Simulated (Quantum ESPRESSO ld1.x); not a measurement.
Q: All-electron atom: Sb XII in [Kr] 4d4. Method: Dirac Kohn-Sham, LDA (Slater exchange, Perdew-Zunger correlation), spin-unpolarised, spherical densities, point nucleus; open shells are shared between the two j in proportion to 2j + 1; computed with ld1.x of Quantum ESPRESSO 7.5.

Spin-orbit splittings of the eigenvalues, e(l+1/2) - e(l-1/2), with zeta = 2 splitting/(2l+1) and mean radii in bohr:

shell  occ.  splitting (eV)  zeta (eV)  <r> j=l-1/2  <r> j=l+1/2
2p        6           251.5      167.7       0.1033       0.1088
3p        6           46.72      31.14       0.3202       0.3314
3d       10           9.763      3.905       0.3019       0.3054
4p        6               ?          ?       0.7814       0.8037
4d        4           1.780     0.7119       0.8656       0.8725

Estimate the 4p splitting.

A: 10.07 eV (zeta = 6.715 eV).
